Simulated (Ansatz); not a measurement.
Born–Oppenheimer molecular dynamics of ClF₂H₄N₂Ta (10 atoms, charge 0, multiplicity 1). It starts from a relaxed structure.

Theory: RKS B3LYP-D4/def2-SVP (Ansatz).

| Property | Result |
| --- | --- |
| ensemble | NVT, Langevin thermostat |
| time step | 1 fs |
| steps asked | 150 |
| set temperature | 300 K |
| friction | 0.001 /fs |
| masses | H 2.014 u |
| seed | 358893 |

First frame:

```xyz
10
Properties=species:S:1:pos:R:3
Ta -0.124 -0.127 -0.095
F 1.711 -0.627 -0.179
F 0.269 0.622 1.608
N 0.122 0.166 -2.043
H -0.487 0.730 -2.631
H 1.024 0.014 -2.494
Cl -1.957 1.373 -0.262
N -1.027 -1.846 0.107
H -1.286 -2.224 1.020
H -1.319 -2.472 -0.640
```

Problem. How far do the bonds stretch over the last three quarters of this one trajectory? (Pairs bonded in most of those frames.)

Solution. 
```json
{"bond": "Ta1–F2", "mean (Å)": "1.905", "spread (Å)": "0.011", "shortest": "1.89", "longest": "1.92"}
{"bond": "Ta1–F3", "mean (Å)": "1.905", "spread (Å)": "0.017", "shortest": "1.88", "longest": "1.93"}
{"bond": "Ta1–N4", "mean (Å)": "1.988", "spread (Å)": "0.023", "shortest": "1.94", "longest": "2.02"}
{"bond": "Ta1–Cl7", "mean (Å)": "2.381", "spread (Å)": "0.066", "shortest": "2.27", "longest": "2.47"}
{"bond": "Ta1–N8", "mean (Å)": "1.952", "spread (Å)": "0.017", "shortest": "1.92", "longest": "1.98"}
{"bond": "N4–H5", "mean (Å)": "1.021", "spread (Å)": "0.027", "shortest": "0.98", "longest": "1.06"}
{"bond": "N4–H6", "mean (Å)": "1.022", "spread (Å)": "0.014", "shortest": "0.98", "longest": "1.06"}
{"bond": "N8–H9", "mean (Å)": "1.021", "spread (Å)": "0.012", "shortest": "1.00", "longest": "1.05"}
{"bond": "N8–H10", "mean (Å)": "1.019", "spread (Å)": "0.011", "shortest": "1.00", "longest": "1.04"}
```

Mean temperature of the second half: 135 K. The mean temperature of the second half is 55 % below the set value. A run of 0.15 ps of so small a system gives no equilibrium averages.

The run took 11 min on 2 threads of Arm Neoverse V2, on a shared host, peak memory 0.33 GiB.
